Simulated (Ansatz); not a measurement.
H6O4SnZr, SMILES [OH][Zr]([OH])([OH])[O][SnH3], multiplicity 1. Atoms are numbered in the order given.

```xyz
12

O     -0.4520    -0.2321    -0.0174
Sn    -2.0604    -1.3747    -0.0621
H     -1.5200    -2.9992    -0.0016
H     -2.8778    -1.0279    -1.5272
H     -3.0030    -0.9634     1.3080
Zr     1.1235     0.8850     0.0287
O      0.5938     2.7019     0.4109
H      0.3967     3.6166     0.5978
O      2.0028     0.8018    -1.6882
H      2.4817     0.8033    -2.5134
O      2.3103     0.2404     1.4085
H      2.9393    -0.0303     2.0730
```

Geometry optimised at PBE0-D3(BJ)/def2-SVP. The multiplicity is an assumed one; other spin states were not compared. The def2 effective core potentials stand for the cores of Sn, Zr; spin–orbit coupling is left out. One conformer was computed; it need not be the lowest.

Two levels are set side by side: PBE-D3(BJ)/def2-SVP (Ansatz, a program for electronic structure) and PBE0-D3(BJ)/def2-SVP (Ansatz). Each level has its own optimised geometry; the coordinates shown are those of the second. Differences are taken from unrounded values.

```csv
quantity,PBE0-D3(BJ),PBE-D3(BJ),PBE-D3(BJ) minus PBE0-D3(BJ)
mean bond length (Å),1.609,1.623,0.014
bond O1–Sn2 (Å),1.973,1.996,0.022
bond O1–Zr6 (Å),1.932,1.946,0.014
bond Zr6–O7 (Å),1.931,1.942,0.011
bond Zr6–O9 (Å),1.931,1.942,0.011
bond Zr6–O11 (Å),1.931,1.942,0.011
bond Sn2–H3 (Å),1.713,1.729,0.016
bond Sn2–H4 (Å),1.713,1.729,0.016
bond Sn2–H5 (Å),1.713,1.729,0.016
bond O7–H8 (Å),0.954,0.964,0.010
bond O9–H10 (Å),0.954,0.964,0.010
bond O11–H12 (Å),0.954,0.964,0.010
```

GGA bonds tend to be longer and softer than those of functionals with exact exchange. Differences between two approximate levels are no errors against the true value.
